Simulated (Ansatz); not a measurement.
CoO₂⁻ (the lowest singlet isomer of a short search), 3 atoms. Hardware: 4 threads of Arm Neoverse N1 on a shared host.

Correlated methods freeze 7 core orbitals; core or outer-core shells of Co are correlated, in sets that lack core-valence functions.

Task: How many basis functions does each of these Ansatz runs have, and roughly what does it cost? PBE-D4/def2-TZVPD, charge -1 unrestricted singlet, energy, from earlier orbitals; MP2/def2-TZVPD, charge -1 singlet, energy, from earlier orbitals; PBE with 10 % exact exchange/def2-TZVPD, charge -1 triplet, energy, from earlier orbitals; ωB97X-V/def2-TZVPD, charge -1 singlet, energy, from earlier orbitals; r2SCAN-D4/def2-TZVPD, charge -1 unrestricted singlet, energy, from earlier orbitals; PBE0-D4/def2-TZVPD, charge -1 triplet, energy, from earlier orbitals; PBE0-D4/def2-TZVPD, charge -1 singlet, energy, from earlier orbitals; PBE0-D4/def2-SVPD, charge -1 singlet, energy, from earlier orbitals; PBE with 50 % exact exchange/def2-TZVPD, charge -1 triplet, energy, from earlier orbitals; PBE0-D4/def2-TZVPD, charge -1 unrestricted singlet, energy, from earlier orbitals; PBE with 5 % exact exchange/def2-TZVPD, charge -1 singlet, energy, from earlier orbitals; PBE-D4/def2-TZVPD, charge -1 singlet, energy and forces, from earlier orbitals.

Result: Other jobs shared the machine, so times can vary by a factor of up to 3. A dash marks memory too small to be measured apart from the calling script's.

| run | functions | fitting or Cholesky vectors | wall time | peak host memory (GiB) |
| --- | --- | --- | --- | --- |
| PBE0-D4/def2-SVPD, charge -1 singlet, energy, from earlier orbitals | 80 | 816 | 1 s | – |
| PBE-D4/def2-TZVPD, charge -1 singlet, energy and forces, from earlier orbitals | 128 | 831 | 1.4 s | – |
| PBE with 5 % exact exchange/def2-TZVPD, charge -1 singlet, energy, from earlier orbitals | 128 | 831 | 1.4 s | – |
| PBE0-D4/def2-TZVPD, charge -1 singlet, energy, from earlier orbitals | 128 | 933 | 3.2 s | – |
| MP2/def2-TZVPD, charge -1 singlet, energy, from earlier orbitals | 128 | 938 | 10 s | – |
| ωB97X-V/def2-TZVPD, charge -1 singlet, energy, from earlier orbitals | 128 | 882 | 12 s | – |
| PBE-D4/def2-TZVPD, charge -1 unrestricted singlet, energy, from earlier orbitals | 128 | 831 | 12 s | – |
| PBE with 10 % exact exchange/def2-TZVPD, charge -1 triplet, energy, from earlier orbitals | 128 | 845 | 17 s | – |
| PBE with 50 % exact exchange/def2-TZVPD, charge -1 triplet, energy, from earlier orbitals | 128 | 1015 | 69 s | – |
| PBE0-D4/def2-TZVPD, charge -1 unrestricted singlet, energy, from earlier orbitals | 128 | 933 | 71 s | – |
| r2SCAN-D4/def2-TZVPD, charge -1 unrestricted singlet, energy, from earlier orbitals | 128 | 831 | 80 s | – |
| PBE0-D4/def2-TZVPD, charge -1 triplet, energy, from earlier orbitals | 128 | 933 | 1.9 min | – |
